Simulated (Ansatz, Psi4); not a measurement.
System: lithium atom, Li (charge 0, doublet).

Wanted: electron affinity to the singlet, in eV. Terms: spin-orbit terms left out; UHF or UKS for open shells; each state is the SCF solution reached for its charge and spin; 6-31G* and kin with 6d, 5d where marked; 6-311+G** with 5d; valence correlation only; non-relativistic.

Measured values: pymatgen's periodic table; they hold spin-orbit and core effects. 

Value to compare with, the measured value: 0.62 eV.

```csv
level,program,electron affinity to the singlet (eV),error
HF/6-311+G**,Ansatz,-0.12,-0.74
PBE/6-311+G**,Ansatz,0.52,-0.10
B3LYP/6-31G*,Ansatz,0.16,-0.46
B3LYP/6-311+G**,Ansatz,0.56,-0.06
wB97X-D/6-31G*,Psi4,0.11,-0.51
MP2/6-31G*,Ansatz,-0.19,-0.81
MP2/6-311+G**,Ansatz,0.29,-0.33
PBE/def2-TZVPD,Ansatz,0.33,-0.29
wB97X-V/def2-TZVPD,Ansatz,0.28,-0.34
```

Among the 7 habitual levels, MP2/6-31G* lies farthest from the measured value (-0.81 eV); 0 of 7 lie above it, and their mean absolute error is 0.43 eV, the median 0.46. One case shows no general order.

The levels are drawn from those run, B3LYP/6-31G* more often than the rest, none by its result; runs whose electronic state is in doubt are left out.

Ansatz is a quantum-chemistry and plane-wave program.
